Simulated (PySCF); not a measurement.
formaldehyde (CH2O), singlet, geometry from GFN2-xTB. Base run: PBE/6-31G** (PySCF).

The PySCF input:
```python
from pyscf import gto, scf, dft

mol = gto.Mole()
mol.atom = '''
    O    -0.03219574    0.01611315    0.66978750
    C     0.02502329   -0.01252352   -0.52057460
    H     0.02949294    0.89965871   -1.14088032
    H     0.07793327   -0.95342279   -1.09397208
'''
mol.basis = '6-31g**'
mol.verbose = 4
mol.build()

mf = dft.RKS(mol)
mf.xc = 'pbe'
mf.kernel()
```

The base run was repeated with changes; each row names its change, and settings that it needs were set with it.

```tsv
change	ΔE vs base (µEh)	grid points	electrons on the grid
base	0.0	47816	16.00000
grids.atom_grid = (150, 974)	-0.2	321840	16.00000
grids.atom_grid = (50, 194)	-3.1	26288	16.00001
grids.radi_method = gauss_chebyshev	-0.1	46776	16.00000
grids.radi_method = delley	0.1	51272	16.00000
small_rho_cutoff = 0	0.0	47816	16.00000
grids.level = 2	0.4	33160	16.00000
grids.level = 7	-0.3	273552	16.00000
grids.atom_grid = (99, 590)	-0.3	128904	16.00000
grids.atom_grid = (75, 302)	0.0	57880	16.00000
grids.radi_method = mura_knowles	0.0	45656	16.00000
```
